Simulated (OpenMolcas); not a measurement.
# Ne³⁺: effect of the active space

```yaml
Program: OpenMolcas 26.06
Method: CASSCF or its RAS form
Basis: ANO-RCC-VQZP
Scalar_Hamiltonian: DKH2, point nucleus
Spin-orbit_coupling: state interaction with AMFI integrals over the reference wave functions, term energies averaged over their components
```

A. 3 electrons in 3 orbitals (2p); 2S+1 = 4 odd, 1 root; 2S+1 = 2 odd, 8 roots; cost roughly 3 core-seconds
B. 5 electrons in 4 orbitals (2s 2p); 2S+1 = 4 odd, 1 root; 2S+1 = 2 odd, 8 roots; 2S+1 = 4 even, 3 roots; 2S+1 = 2 even, 6 roots; cost about 10 core-seconds
C. 5 electrons in 8 orbitals (2s 2p 3s 3p); 2S+1 = 4 odd, 1 root; 2S+1 = 2 odd, 8 roots; 2S+1 = 4 even, 3 roots; 2S+1 = 2 even, 6 roots; cost roughly 20 core-seconds
D. 3 electrons in 9 orbitals (RAS2 2p; RAS3 3s 3d, at most 1 electron); 2S+1 = 4 odd, 1 root; 2S+1 = 2 odd, 8 roots; cost about 26 core-seconds
E. 5 electrons in 9 orbitals (RAS2 2s 2p; RAS3 3d, at most 2 electrons); 2S+1 = 4 odd, 1 root; 2S+1 = 2 odd, 8 roots; 2S+1 = 4 even, 3 roots; 2S+1 = 2 even, 6 roots; cost roughly 25 core-seconds

Energies in cm⁻¹ above 2s² 2p³ ⁴S°_3/2.

| Level | A | B | C | D | E |
| --- | --- | --- | --- | --- | --- |
| 2s² 2p³ ⁴S°_3/2 | 0.0 | 0.0 | 0.0 | 0.0 | 0.0 |
| 2s² 2p³ ²D°_3/2 | 45079 | 45067 | 45151 | 45079 | 44209 |
| 2s² 2p³ ²D°_5/2 | 45098 | 45098 | 45197 | 45098 | 44234 |
| 2s² 2p³ ²P°_1/2 | 74855 | 62636 | 61752 | 74855 | 66229 |
| 2s² 2p³ ²P°_3/2 | 74881 | 62648 | 61794 | 74880 | 66235 |

Among A to E the level of the table that moves most is 2s² 2p³ ²P°_1/2, by 13000 cm-1 (lowest in C, highest in A).

With the s shell closed, the reference lacks s² → p² mixing (holds for A; D). Active for correlation alone: 3p 3s; no level in the range computed is led by a configuration that fills them, so any true level of that kind is missing (holds for C). Active for correlation alone: 3d; no level in the range computed is led by a configuration that fills it, so any true level of that kind is missing (holds for E). Only configurations of the active space appear. Levels that lie high or do not pair safely by name in every column are left out.

° marks odd parity.
